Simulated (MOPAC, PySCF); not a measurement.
Stepwise substitution at one centre (B Br-SiH3). Gas-phase values, no solvent. Strings in code marks are SMILES.

Quantity: vertical ionisation energy (energy after one electron is removed minus that of the parent at the parent's geometry), in eV.

Level 1: PBE/6-31G* // PBE-D3(BJ)/def2-TZVP (PySCF)
Level 2: minus the HOMO energy of HF/6-31G* // PBE-D3(BJ)/def2-TZVP (PySCF)
Level 3: minus the HOMO energy of PM7 // PBE-D3(BJ)/def2-TZVP (MOPAC)
Level 4: HF/6-31G* // PBE-D3(BJ)/def2-TZVP (PySCF)

| species | level 2 | level 3 | level 4 |
|---|---|---|---|
| `[SiH3]B([SiH3])Br` | 10.12 | 9.67 | 9.15 |
| `[SiH3]B([SiH3])[SiH3]` | 10.73 | 10.40 | 9.37 |

Problem. What does level 1 give for each?

Solution. 
- `[SiH3]B([SiH3])Br`: 8.97
- `[SiH3]B([SiH3])[SiH3]`: 9.40
